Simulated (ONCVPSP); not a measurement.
Pseudopotential generation for Zn (Z = 30): ONCV, PBE, scalar-relativistic.

| Property | Result |
| --- | --- |
| Element | Zn (Z = 30) |
| Generator | ONCVPSP 4.0.1 |
| Type | optimised norm-conserving Vanderbilt (ONCV) |
| Functional | PBE |
| Relativity | scalar-relativistic |
| Frozen core | [Ne] |
| Valence charge | 20 |
| Reference configuration | 3s2 3p6 3d10 4s2 |
| Partial waves | 3s+4s: rc 1.15 bohr, ncon 4, nbas 8, qcut 12.1 1/bohr, 3 projectors, debl 0.6 Ha; 3p: rc 0.65 bohr, ncon 3, nbas 7, qcut 13.2 1/bohr, 2 projectors, debl 2.5 Ha; 3d: rc 1.10 bohr, ncon 3, nbas 8, qcut 15.8 1/bohr, 1 projector |
| Local potential | polynomial inside 0.50 bohr (lpopt 5, dvloc0 0 Ha) |
| Core correction | none |

In the p channel the program set the typed energies aside and used -3.065, 0.250 Ha.

- Cutoffs needed: 89 Ha and 339 Ha (the cutoffs (Ha) at which the residual kinetic energy of the hardest occupied pseudo-wave falls to 1 and 0.1 mHa per electron)
- Ghost test: no bound ghost flagged; GHOST(+) flags only above 600 eV
- Largest excitation error: -16 meV (all-electron minus pseudo) for 3s2 3p6 3d9 4s0, out of 4 test configurations
